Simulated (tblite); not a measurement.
Species: C6H9O2P.
Structure used (GFN2-xTB), in Å, numbered top down from 1:
```
atom  x, y, z in Å
C1     2.7468    0.4390   -0.7367
C2     1.4241   -0.1624   -1.0612
O3     1.0411   -0.5093   -2.1444
P4     0.3450   -0.3562    0.4698
O5     1.1008   -0.7955    1.6512
C6    -0.6225    1.1749    0.5510
C7    -1.7966    1.0176   -0.0462
C8    -2.0930   -0.3182   -0.6584
C9    -1.1058   -1.3398   -0.0892
H10    3.3807    0.5351   -1.6151
H11    2.5779    1.4135   -0.2767
H12    3.2226   -0.1887    0.0169
H13   -0.2700    2.0764    1.0233
H14   -2.5356    1.8008   -0.1327
H15   -3.1290   -0.6090   -0.4724
H16   -1.9648   -0.2345   -1.7411
H17   -0.8241   -2.1028   -0.8142
H18   -1.5065   -1.8348    0.7996
```

Computed values, GFN2-xTB/tblite, gas phase, harmonic and unscaled. Errors from tens to a few hundred cm⁻¹ against measured bands are possible. One conformer, not necessarily the lowest.

Harmonic wavenumbers (cm⁻¹): 30.7, 70.2, 104.3, 121.2, 162.2, 232.4, 243.1, 324.1, 356.4, 435.7, 445.2, 505.9, 606.6, 637.4, 717.5, 745.6, 759.9, 824.7, 883.7, 941.3, 949.2, 951.7, 961.6, 1032.5, 1087.6, 1098.3, 1114.9, 1159.0, 1215.1, 1248.9, 1277.1, 1302.3, 1348.8, 1417.9, 1420.7, 1426.7, 1459.3, 1647.5, 1771.5, 2947.6, 2958.1, 2979.3, 2992.9, 2993.4, 3010.5, 3039.1, 3072.8, 3100.6.

A = 2097, B = 1247, C = 1071 MHz; mass 144.034 u (most abundant isotopes); point group C1, symmetry number 1.

Q: What is the zero-point energy?

A: Half the sum of the wavenumbers: 30067 cm⁻¹ = 85.97 kcal/mol.

Q: What is S at 298.15 K and 1 bar for an ideal gas of classical rigid rotors and harmonic oscillators?

A: Translation 40.83, rotation 29.13, vibration 30.22: S = 100.2 cal/(mol K).

Q: And Cp and H(298.15 K) − H(0)?

A: Cp = 38.20 cal/(mol K), of which vibrations give 30.25 (their classical limit is 48 R = 95.4); H(298.15 K) − H(0) = 6.98 kcal/mol without the zero-point energy, 4.61 from vibrations.

Q: Blend soft modes into free rotors: weight 1/[1 + (100 cm⁻¹/ν̃)⁴] for the oscillator and the rest for a rotor with moment μB/(μ + B), μ = h/(8π²ν), B = 10⁻⁴⁴ kg m². What vibrational entropy results?

A: 27.34 cal/(mol K) in place of 30.22, which changes −T·S at 298.15 K by +0.86 kcal/mol.

Q: How do the functions run with temperature in this model?

A: 
```json
{"T (K)": "100", "S (cal/(mol K))": "71.0", "Cp (cal/(mol K))": "19.0", "H − H(0) (kcal/mol)": "1.34", "G − H(0) (kcal/mol)": "-5.75", "ln q(vib)": "2.12"}
{"T (K)": "200", "S (cal/(mol K))": "87.0", "Cp (cal/(mol K))": "28.4", "H − H(0) (kcal/mol)": "3.71", "G − H(0) (kcal/mol)": "-13.69", "ln q(vib)": "4.84"}
{"T (K)": "300", "S (cal/(mol K))": "100.4", "Cp (cal/(mol K))": "38.4", "H − H(0) (kcal/mol)": "7.05", "G − H(0) (kcal/mol)": "-23.08", "ln q(vib)": "7.48"}
{"T (K)": "500", "S (cal/(mol K))": "124.4", "Cp (cal/(mol K))": "55.9", "H − H(0) (kcal/mol)": "16.58", "G − H(0) (kcal/mol)": "-45.61", "ln q(vib)": "12.63"}
{"T (K)": "800", "S (cal/(mol K))": "154.6", "Cp (cal/(mol K))": "72.3", "H − H(0) (kcal/mol)": "36.04", "G − H(0) (kcal/mol)": "-87.61", "ln q(vib)": "19.95"}
{"T (K)": "1000", "S (cal/(mol K))": "171.5", "Cp (cal/(mol K))": "79.2", "H − H(0) (kcal/mol)": "51.22", "G − H(0) (kcal/mol)": "-120.25", "ln q(vib)": "24.46"}
```

q(vib) and H(0) count from the zero-point level.

Hindered rotation and anharmonicity are outside this model. Other conformers, if any are populated, would add a mixing term that is left out. The structure is chiral; the term R ln 2 for an equal mix with its mirror image is left out.
